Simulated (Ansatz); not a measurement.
Ti₂O₄⁺. Total charge 1; doublet. Geometry r2SCAN-D4/def2-SVP, basis def2-TZVP, Ansatz.

```xyz
6

Ti    0.983    0.032   -0.814
Ti   -0.906    0.750    0.496
O     0.422   -1.451    0.129
O    -0.685    0.546   -1.287
O    -0.667   -1.037    0.884
O     0.853    1.160    0.592
```

| run | HOMO (eV) | LUMO (eV) |
| --- | --- | --- |
| A | -13.02 | -7.62 |
| B | -9.88 | -9.09 |
| C | -13.86 | -6.25 |
| D | -11.30 | -8.27 |

LC-ωPBE has ω = 0.4 bohr⁻¹. The structure holds 1 bond(s) between oxygen atoms. No other spin state of charge 1 was run. Another isomer (doublet) lies 1.28 eV lower at PBE0-D4/def2-TZVP; other spin states weren't run for this one.

HOMO and LUMO are taken over both spins.

The runs used BHLYP, LC-ωPBE, PBE, PBE0. Estimate which is which.

A BHLYP (50 % exact exchange); B PBE (0 % exact exchange); C LC-ωPBE (range-separated); D PBE0 (25 % exact exchange). Exact exchange lowers occupied and raises empty levels; among semilocal functionals meta-GGAs tend to open the gap a little, and such runs are hard to tell apart. The gap grows from 0.79 eV (PBE) to 7.62 eV (LC-ωPBE).
